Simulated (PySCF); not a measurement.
C₄H₆BFO, SMILES CC#CB(CO)F.

The structure is a stationary point at B3LYP-D3(BJ)/def2-SVP. The structure was generated by enumeration, and PubChem lists no compound with its InChIKey, so it may never have been made. Other conformers were not sampled.

Two levels are set side by side: PBE/def2-TZVP (PySCF) and PBE0/def2-TZVP (PySCF). Same geometry, gas phase. Differences are taken from unrounded values.

```
quantity                       PBE
---------------------------  -----
orbital gap (eV)              4.15
highest occupied level (eV)  -6.22
lowest empty level (eV)      -2.06
dipole moment (D)             1.54
mean polarisability (bohr³)   69.3
```

Task: These are the PBE values. What does PBE0 give? (The exact figures need the calculation; the answer reports its results.)

Result: 
```
quantity                      PBE0  PBE minus PBE0
---------------------------  -----  --------------
orbital gap (eV)              6.51           -2.36
highest occupied level (eV)  -7.66            1.44
lowest empty level (eV)      -1.15           -0.92
dipole moment (D)             1.55           -0.01
mean polarisability (bohr³)   66.0             3.3
```

PBE's occupied levels lie high since its potential decays too fast outside the molecule; exact exchange lowers them and widens the gap. Loosely held outer electrons make PBE densities more polarisable. Differences between two approximate levels are no errors against the true value.

Rough cost on one machine, each run with all the roots and properties that it gave: PBE0 against PBE within a factor of 2.
